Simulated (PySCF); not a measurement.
**Copper: highly charged ions in a basis for the neutral atom**

Cu⁸⁺ [Ar] 3d3, Cu⁹⁺ [Ar] 3d2. Computed with PySCF 2.14 in aug-cc-pVDZ-DK (7s6p4d2f, 59 functions), with scalar relativity by spin-free X2C-1e. No spin-orbit coupling, so a gap to NIST mixes the basis error with missing relativistic terms.

Changed run: basis of the neutral atom used for a highly charged ion. This setting is unsound on purpose.

```
species  method  sound run (hartree)  changed run (hartree)  converged
   Cu⁸⁺     UHF              not run            -1631.03968        yes
   Cu⁸⁺    TPSS              not run            -1632.07673        yes
   Cu⁸⁺     LDA              not run            -1628.99694        yes
   Cu⁹⁺     UHF              not run            -1623.64631        yes
   Cu⁹⁺    TPSS              not run            -1624.65740        yes
   Cu⁹⁺     LDA              not run            -1621.54981        yes
```

Ionisation energy of Cu⁸⁺:

```tsv
method	changed run (eV)	NIST (eV)
UHF	201.18	198 ± 2.2
TPSS	201.89	198 ± 2.2
LDA	202.65	198 ± 2.2
```

The contracted functions were made for the neutral atom and can be too rigid for a highly charged ion.
